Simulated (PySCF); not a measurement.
C₆H₆O, SMILES C=C=C1C=COC1. Coordinates come from a PBE-D3(BJ)/def2-SVP optimisation. The structure was generated by enumeration, and PubChem lists no compound with its InChIKey, so it may never have been made. One conformer was computed; it need not be the lowest.

Computed with PBE-D3(BJ)/def2-SVP in PySCF.

Harmonic wavenumbers (cm⁻¹): 98, 154, 207, 377, 513, 521, 551, 612, 746, 811, 837, 850, 865, 942, 957, 961, 1027, 1141, 1159, 1165, 1239, 1264, 1349, 1412, 1440, 1598, 2009, 2975, 3017, 3026, 3090, 3168, 3207. Rotational constants (GHz): 8.006, 1.759, 1.471; symmetry number 1.

Q: Work out the zero-point energy and the ideal-gas rigid-rotor harmonic-oscillator thermochemistry at 298.15 K and 1 atm.

A: ZPE = ½ Σ hcν = ½ × 43290 cm⁻¹ = 258.93 kJ/mol. H − E(el) = 278.47 kJ/mol. Entropy in J/(mol K): translation 165.42, rotation 113.56, vibration 54.79, total 333.78. G − E(el) = 178.96 kJ/mol. Cp = 108.31 J/(mol K). Modes under 150 cm⁻¹ make the vibrational entropy uncertain.
